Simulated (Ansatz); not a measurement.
C4H9CuO, SMILES `CC(C)(C)[O][Cu]`, relaxed with RKS PBE0-D4/def2-TZVP in Ansatz from a PBE-D4/def2-SVP geometry. The force threshold is 0.005 eV/Å; the program also tests the step.

The species carries charge 0 and has multiplicity 1.

Start:

```xyz
15

C     1.096   -0.883   -0.310
C    -0.207   -0.116   -0.015
C    -0.461   -0.076    1.508
C    -0.116    1.318   -0.569
O    -1.322   -0.793   -0.556
Cu   -1.343   -1.012   -2.339
H     1.006   -1.930    0.042
H     1.984   -0.419    0.168
H     1.267   -0.907   -1.410
H    -1.411    0.454    1.717
H     0.363    0.440    2.041
H    -0.551   -1.108    1.901
H    -1.074    1.849   -0.403
H     0.704    1.906   -0.106
H     0.065    1.277   -1.667
```

(1) By how much does the energy fall, and how many steps does the optimiser take? (Best estimate.)

(2) Which bonds change most? (Estimate.)

(3) Give the relaxed structure. (Estimate.)

## Answers

(1) Ansatz gave: 1.29 kcal/mol, in 5 steps.

(2) Ansatz gave: C4–H14 from 1.110 to 1.094 Å; C1–H8 from 1.110 to 1.094 Å; C4–H13 from 1.108 to 1.092 Å; C1–H7 from 1.108 to 1.092 Å.

(3) Ansatz gave: 
```xyz
15

C     1.088   -0.871   -0.304
C    -0.209   -0.117   -0.018
C    -0.455   -0.075    1.491
C    -0.111    1.307   -0.560
O    -1.306   -0.786   -0.569
Cu   -1.384   -1.037   -2.348
H     1.006   -1.899    0.053
H     1.954   -0.401    0.171
H     1.269   -0.898   -1.386
H    -1.390    0.449    1.698
H     0.358    0.434    2.015
H    -0.542   -1.092    1.879
H    -1.050    1.836   -0.386
H     0.703    1.872   -0.096
H     0.070    1.279   -1.642
```
